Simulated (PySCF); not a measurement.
## Energy of Ni²⁺ (nickel, charge +2) between two integer charges

The 3d beta orbital of [Ar] 3d8 is emptied in steps (occupation f), with all orbitals relaxed, ending at [Ar] 3d7. Calculation: PySCF 2.14, in def2-TZVP (6s4p4d1f, 45 functions); the non-relativistic Hamiltonian (point nucleus). The exact energy is a straight line in f; departures are measured from the line between the end points of the same method.

```tsv
f	PBE0 (eV)	r2SCAN (eV)	LC-wPBE (eV)
1	0.000	0.000	0.000
0.75	-1.069	-1.509	-0.624
0.5	-1.438	-2.019	-0.847
0.25	-1.087	-1.515	-0.647
0	0.000	0.000	0.000
```

Task: For LC-wPBE, how does the orbital energy at f = 1 compare with the removal energy?

Result: −ε = 33.009 eV against a total-energy difference of 36.271 eV. By Janak's theorem ε = ∂E/∂f, so the gap between them reflects the curvature. Along the path −ε is 34.556 (f = 0.75), 36.209 (f = 0.5), 37.953 (f = 0.25) eV.

```
 method  E(f=0) − E(f=1) (eV)  −ε at f=1 (eV)  −ε at f=0.5 (eV)
   PBE0                35.950          30.304            35.902
 r2SCAN                36.071          28.061            36.057
LC-wPBE                36.271          33.009            36.209
```

Reference removal energy between the ground levels: 35.187 ± 0.019 eV (measured; NIST Atomic Spectra Database, ionization energies). The calculation has no spin-orbit coupling. The determinant left behind need not be the lowest term of the ion.
